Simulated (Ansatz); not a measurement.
Basis-set extrapolation for `OCOB[SiH3]` (PBE0-D4/def2-TZVP geometry, frozen core, Ansatz 0.2.0). Multiplicity 1, RHF reference.

|  | def2-TZVPP | def2-QZVPP |
| --- | --- | --- |
| HF | -505.401441 | -505.420563 |
| MP2 correlation | -0.873750 | -0.938891 |
| CCSD(T) correlation | -0.955047 | not run |

Energies in hartree. Use E(X) = E(∞) + A·exp(−7.88·√X) for Hartree–Fock and E(X) = E(∞) + B·X^(−2.97) for correlation, with X = 3 and 4, and add CCSD(T) minus MP2 of the smaller set to the MP2 limit.

Task: What is the CCSD(T) energy at the basis-set limit?

Result: HF limit: -505.420563 + (-0.019122) × 0.13774 = -505.42320. MP2 limit: -0.938891 + (-0.065141) × 0.74074 = -0.98714. Higher-order term: -0.955047 − (-0.873750) = -0.08130. Total: -506.49164 hartree, 3.68 eV below CCSD(T)/def2-TZVPP.
